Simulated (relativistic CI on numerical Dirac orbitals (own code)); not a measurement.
Cr+ in a cubic cluster: 2p photoemission with charge transfer

Computed with a charge-transfer multiplet model of a cubic metal-ligand cluster with up to one ligand hole, Slater and spin-orbit integrals from Dirac-Coulomb-Breit ions, Slater integrals scaled by 0.8. The ground state mixes d5 with configurations of k ligand holes L, whose averages lie at kΔ + k(k − 1)U_dd/2; a core hole lowers each added d electron by U_cd. 20 K, Lorentzian 0.6 eV and Gaussian 0.8 eV FWHM.

Atomic integrals in eV (Slater integrals scaled, ζ unscaled), ground: F2dd 6.636, F4dd 4.082, zeta_d 0.022; with the core hole: F2dd 8.366, F4dd 5.204, zeta_d 0.040, zeta_core 5.624, F2cd 4.703, G1cd 3.430, G3cd 1.946.

Cluster parameters (eV): Δ = 8.4, U_dd = 5.6, U_cd = 7.1, 10Dq = 1, 10Dq(ligand) = 1.2, final-state hopping factor = 0.8.

| Case | n_d | d5 | d6L | S |
| --- | --- | --- | --- | --- |
| V(eg) = 0.65 eV, V(t2g) = -0.3 eV | 5.01 | 0.99 | 0.01 | 2.50 |
| V(eg) = 0.95 eV, V(t2g) = -0.44 eV | 5.02 | 0.98 | 0.02 | 2.50 |
| V(eg) = 1.55 eV, V(t2g) = -0.71 eV | 5.05 | 0.95 | 0.05 | 2.50 |

Weights, n_d and S are thermal averages at 20 K. Binding energies count from the first peak over 30 % of the highest in each spectrum, which can be another peak from case to case. The parameters are a model scan and need not match a compound or its usual spin state. Peaks in eV (height, largest 100):
- V(eg) = 0.65 eV, V(t2g) = -0.3 eV: 0.0 (100), 0.8 (91), 5.0 (18), 10.7 (58)
- V(eg) = 0.95 eV, V(t2g) = -0.44 eV: 0.0 (100), 0.8 (91), 4.8 (18), 10.7 (57)
- V(eg) = 1.55 eV, V(t2g) = -0.71 eV: 0.0 (100), 0.7 (92), 5.2 (17), 10.6 (55)

Curve for V(eg) = 0.95 eV, V(t2g) = -0.44 eV (points under 2 left out, the grid thinned):

E (eV), Intensity and a bar:
```
     -3.5        2.0 
     -3.1        2.5 
     -2.6        3.5 
     -2.2        4.8 #
     -1.7        8.0 ##
     -1.3       14.5 ####
     -0.9       32.8 #########
     -0.4       81.5 ########################
      0.0      100.0 ##############################
      0.4       91.1 ###########################
      0.9       90.7 ###########################
      1.3       80.0 ########################
      1.8       62.3 ##################
      2.2       45.9 #############
      2.6       29.2 ########
      3.1       16.9 #####
      3.5       14.6 ####
      4.0       15.4 ####
      4.4       17.1 #####
      4.8       18.1 #####
      5.3       16.9 #####
      5.7       15.2 ####
      6.1       12.8 ###
      6.6        9.8 ##
      7.0        8.0 ##
      7.5        7.1 ##
      7.9        7.7 ##
      8.3        9.8 ##
      8.8       16.8 #####
      9.2       29.8 #########
      9.7       47.8 ##############
     10.1       50.7 ###############
     10.5       55.0 ################
     11.0       50.7 ###############
     11.4       31.1 #########
     11.9       14.4 ####
     12.3        9.2 ##
     12.7        7.6 ##
     13.2        7.3 ##
     13.6        7.1 ##
     14.0        6.4 #
     14.5        5.2 #
     14.9        4.3 #
     15.4        3.0 
     15.8        2.0
```

For the case V(eg) = 1.55 eV, V(t2g) = -0.71 eV, Δ = 8.4 eV is larger than U_dd = 5.6 eV, the Mott-Hubbard side of the Zaanen-Sawatzky-Allen scheme. With the core hole the average of the configuration with one ligand hole lies at Δ − U_cd = 1.3 eV before mixing: the effective hopping of about 2.0 eV (from the holes of the mixed ground state) is comparable with this gap or larger, so the configurations mix strongly.
